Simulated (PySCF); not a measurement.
# TaH₃ to TaH₅: adding ligands

Level: PBE0 in the def2-TZVP basis family, computed in PySCF with density fitting; scalar-relativistic core potentials for atoms from Rb on, none lighter, no spin–orbit coupling; open shells unrestricted.

Each entry is the lowest minimum that a search over a few typed start shapes (and spin states, where more than one is plausible) found, or that minimum re-optimised at the stated level; isomers with ligand–ligand bonds, or fragments after loss of a ligand pair, can lie lower.

```json
{"molecule": "TaH₃", "2S+1": "3", "point group": "C2v", "mean bond to Ta (Å)": "1.785", "dipole (D)": "0.09", "polar-tensor charge of Ta": "0.88", "lowest ω (cm⁻¹)": "88", "atomisation (kJ/mol)": "858"}
{"molecule": "TaH₄", "2S+1": "2", "point group": "D2d", "mean bond to Ta (Å)": "1.771", "dipole (D)": "0.00", "polar-tensor charge of Ta": "1.37", "lowest ω (cm⁻¹)": "488", "atomisation (kJ/mol)": "1159"}
{"molecule": "TaH₅", "2S+1": "1", "point group": "C4v", "mean bond to Ta (Å)": "1.761", "dipole (D)": "1.81", "polar-tensor charge of Ta": "1.26", "lowest ω (cm⁻¹)": "212", "atomisation (kJ/mol)": "1423"}
```

The bond shortens at every step; the largest change, -0.014 Å, falls between TaH₃ and TaH₄ among the members listed.

The shape changes along the series: C2v for TaH₃; D2d for TaH₄; C4v for TaH₅.

Spin–orbit coupling can matter for TaH₃, TaH₄, TaH₅.

Left out of the table are members whose search was unfinished or whose lowest solution was spin-contaminated, unstable, very soft or bonded differently.

Open d and f shells are single-determinant solutions and may miss the true ground state.
